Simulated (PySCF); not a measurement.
C₆H₉O₂ (doublet state).
Structure used (GFN2-xTB), in Å, numbered top down from 1:
```xyz
17
C6H9O2 angstrom
C     -2.3856    0.1197    0.8994
C     -1.6313   -0.4828   -0.2176
C     -0.2431    0.0984   -0.3126
C     -0.1574    1.5216   -0.7639
C      0.8176   -0.6249    0.0245
O      2.1057   -0.1076   -0.0269
C      3.1095   -0.8929    0.3306
O      3.0452   -2.0264    0.7068
H     -1.8935    0.3142    1.8319
H     -3.4340    0.3235    0.8131
H     -2.1652   -0.3203   -1.1577
H     -1.5449   -1.5709   -0.0772
H      0.8612    1.8903   -0.6926
H     -0.4927    1.6064   -1.7974
H     -0.8117    2.1406   -0.1516
H      0.7643   -1.6529    0.3569
H      4.0489   -0.3239    0.2243
```

The hyperfine couplings belong to this conformer and change with its torsions.

Identity: `[CH2]C/C(C)=C/OC=O` [radical].

Computed with UKS B3LYP, pcH-1 on C H O, non-relativistic, mean-field spin-orbit, GIAO in PySCF 2.14.0. Geometry: GFN2-xTB, one conformer, isolated molecule. GFN2-xTB frequencies show an imaginary mode (51i cm⁻¹), so this geometry is no minimum at that level. The geometry wasn't refined by DFT: couplings that depend on bond lengths, twists or pyramidal angles can differ widely from those at the functional's own minimum. No stability test was run, so a lower SCF solution isn't excluded.

(1) Where do the isotropic ENDOR lines of H11/H12, H9/H10 and H13/H14/H15 fall at 349.1 mT, to first order?

(2) Which pairs are centred on the nuclear Larmor frequency, and which on half the coupling?

(3) At what field would the lower line of H11/H12 fall to zero frequency?

## Answers

(1) ν± = |νn ± a/2|, one line for each electron-spin manifold; νn = |g_N| × 7.62259 MHz/T × B.

```
     nuclei  isotope     g_N  νn (MHz)  a_iso (MHz)  lower line (MHz)  upper line (MHz)
    H11/H12       1H  5.5857     14.86        88.19             29.23             58.96
     H9/H10       1H  5.5857     14.86       -64.07             17.17             46.90
H13/H14/H15       1H  5.5857     14.86         1.17             14.28             15.45
```

(2) Centred on νn, since |a| < 2νn: H13/H14/H15. Centred on |a|/2 and split by 2νn: H11/H12 and H9/H10.

(3) Where νn = |a|/2, that is B = 44.09 MHz/(5.5857 × 7.62259 MHz/T) = 1040 mT, as far as first order holds there.

Nuclei that the bonding pattern makes equivalent are averaged, as if the motion that swaps them (rotation, inversion, ring flip) were fast. The 1H value of +88.2 MHz is a mean of couplings from 23.1 to 153.3 MHz in this one geometry, not an average over conformers.

Largest spin populations (Mulliken): C1 (+1.08), C2 (-0.09) and H12 (+0.06). No atom but C1 exceeds +0.15. The angles at C1 add up to 359.9°, so it is planar; its axial dipolar tensor and the negative couplings of its protons fit spin in a p orbital normal to that plane.

Hardware: AMD EPYC, one thread, no GPU, on a shared host. Cost: 1.9 min wall (grids of density and orbitals included), 0.97 GiB resident at most.
